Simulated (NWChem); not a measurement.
# SiHOClF2; SMILES F[Si](O)(F)Cl

```xyz
6

O      1.3247    -0.9577     0.7253
Si     0.0059    -0.3443     0.0051
F     -1.3408    -0.8112     0.7335
F     -0.0294    -0.9182    -1.4821
Cl     0.0023     1.6851    -0.0416
H      1.6127    -0.6013     1.5703
```
Atoms are numbered in this order, from 1.

All runs: NWChem. All runs use the structure optimised with PBE0/def2-SVP. Total energies compare along this basis series because the functional is fixed.

```json
[
 {"level": "TPSS/pcseg-1", "basis functions": "83", "energy (Ha)": "-1025.3984", "highest occupied level (eV)": "-8.59", "orbital gap (eV)": "7.81", "dipole (D)": "2.33", "relative time": "3"},
 {"level": "TPSS/aug-pcseg-1", "basis functions": "132", "energy (Ha)": "-1025.4225", "highest occupied level (eV)": "-8.54", "orbital gap (eV)": "7.24", "dipole (D)": "2.11", "relative time": "10"},
 {"level": "TPSS/pcseg-2", "basis functions": "172", "energy (Ha)": "-1025.6654", "highest occupied level (eV)": "-8.54", "orbital gap (eV)": "7.65", "dipole (D)": "2.23", "relative time": "10"},
 {"level": "TPSS/STO-3G", "basis functions": "34", "energy (Ha)": "-1013.0502", "highest occupied level (eV)": "-3.89", "orbital gap (eV)": "7.46", "dipole (D)": "2.17", "relative time": "1"},
 {"level": "TPSS/def2-SVP", "basis functions": "83", "energy (Ha)": "-1025.0277", "highest occupied level (eV)": "-8.25", "orbital gap (eV)": "8.00", "dipole (D)": "2.26", "relative time": "2"}
]
```

Relative times are rough (shared machine, one core).
